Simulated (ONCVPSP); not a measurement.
Which change was made? (Si, ONCV)

| Quantity | Value |
| --- | --- |
| Element | Si |
| Generator | ONCVPSP 4.0.1 |
| Type | optimised norm-conserving Vanderbilt (ONCV) |
| Functional | revPBE |
| Relativity | scalar-relativistic |
| Frozen core | [Ne] |
| Valence charge | 4 |
| Reference configuration | 3s2 3p2 |
| Partial waves | 3s: rc 1.80 bohr, ncon 3, nbas 6, qcut 3.3 1/bohr, 2 projectors, debl 3.5 Ha; 3p: rc 2.20 bohr, ncon 5, nbas 9, qcut 4.3 1/bohr, 1 projector; d scattering state at 0.08 Ha: rc 2.40 bohr, ncon 4, nbas 9, qcut 4.6 1/bohr, 3 projectors, debl 2.4 Ha |
| Local potential | polynomial inside 1.45 bohr (lpopt 5, dvloc0 0 Ha) |
| Core correction | Teter function, parameters optimised by the program |

Cutoffs, loose and tight: the cutoffs (Ha) at which the residual kinetic energy of the hardest occupied pseudo-wave falls to 1 and 0.1 mHa per electron. They do not see the model core or the augmentation charge, which bear on the density cutoff. Test errors are all-electron minus pseudo excitation energies from the reference, over the configurations 3s2 3p1; 3s2 3p0; 3s1 3p0; 3s1 3p3; variants that change the core or the reference have their own tests.

The base gives: outcome: generated; cutoff, loose: 11 Ha; cutoff, tight: 27 Ha; bound ghosts: none; GHOST(+) flags above zero: s; largest test error (meV): -31.

(1) After one change the result is: outcome: generated; cutoff, loose: 6.0 Ha; cutoff, tight: 22 Ha; bound ghosts: none; GHOST(+) flags above zero: none; largest test error (meV): -48. Which change was it?
A. s: rc 2.46
B. s: rc 2
C. s: rc 2.2
D. s: rc 1.68
E. s: rc 1.3; local potential polynomial inside 1.30 bohr (lpopt 5, dvloc0 0 Ha)

## Answers

(1) B. The others give: s: rc 2.2 → outcome: generated; cutoff, loose: 5.1 Ha; cutoff, tight: 17 Ha; bound ghosts: none; GHOST(+) flags above zero: s; largest test error (meV): -61 | s: rc 1.3; local potential polynomial inside 1.30 bohr (lpopt 5, dvloc0 0 Ha) → outcome: generated; cutoff, loose: 13 Ha; cutoff, tight: 57 Ha; bound ghosts: none; GHOST(+) flags above zero: s; largest test error (meV): +40 | s: rc 2.46 → outcome: generated; cutoff, loose: 4.2 Ha; cutoff, tight: 7.5 Ha; bound ghosts: none; GHOST(+) flags above zero: s; largest test error (meV): -70 | s: rc 1.68 → outcome: generated; cutoff, loose: 13 Ha; cutoff, tight: 31 Ha; bound ghosts: none; GHOST(+) flags above zero: s; largest test error (meV): -10.
